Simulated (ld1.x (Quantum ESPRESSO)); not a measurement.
gold (Au): excitation energies, all-electron against PAW

ld1.x (Quantum ESPRESSO) 7.5 input, shortened:

```
&input
   title='Au', zed=79., rel=1, dft='BLYP', iswitch=3,
   config='[Xe] 4f14 5d10 6s0 6p0'
 /
 &inputp
   pseudotype=3, lpaw=.true., tm=.true., lloc=-1, rcloc=1.80,
   nlcc=.true., new_core_ps=.true.,
   which_augfun='PSQ', rmatch_augfun_nc=.true.
 /
6
6S  1  0   0.00   0.00  2.40  2.60  0.0
6S  1  0   0.00   0.60  2.40  2.60  0.0
6P  2  1   0.00   0.00  0.95  1.10  0.0
6P  2  1   0.00  -0.05  0.95  1.10  0.0
5D  3  2  10.00   0.00  2.30  2.50  0.0
5D  3  2   0.00  -0.75  2.30  2.50  0.0
 &test
   configts(1)='5d10 6s0 6p0'
 /
```

Energies are relative to the spin-unpolarised reference configuration 5d10 6s0 6p0; without spin polarisation the order of configurations can differ from experiment.

```tsv
valence configuration	charge	ΔE all-electron (eV)	error AE − PS (meV)
5d9 6s0 6p0	+2	21.113	-47
5d8 6s0 6p0	+3	54.869	-258
5d7 6s0 6p0	+4	102.440	-728
5d9 6s2 6p0	0	-7.896	-38
5d9 6s1 6p0	+1	2.530	-32
```

Question: What are ΔE and the potential's error for 5d10 6s0.5 6p0?

Answer: ΔE = -5.678 eV all-electron; the error (AE − PS) is +2.0 meV.

Question: What are ΔE and the potential's error for 5d10 6s1 6p0?

Answer: ΔE = -9.468 eV all-electron; the error (AE − PS) is +2.1 meV.

Levels in the configuration 5d10 6s1 6p0:

```tsv
level	all-electron (eV)	pseudo (eV)
5d	-6.766	-6.772
6s	-5.776	-5.771
```

Note: ghost states, extra bound levels that the all-electron valence spectrum of the same l lacks: p at -68.2 eV, s at -49.9 eV. A true bound ghost makes a file unfit for plane-wave use. The 6p radius (1.10 bohr) lies inside the outermost node of the all-electron wave (1.31 bohr), which a nodeless pseudo-wave cannot match soundly.
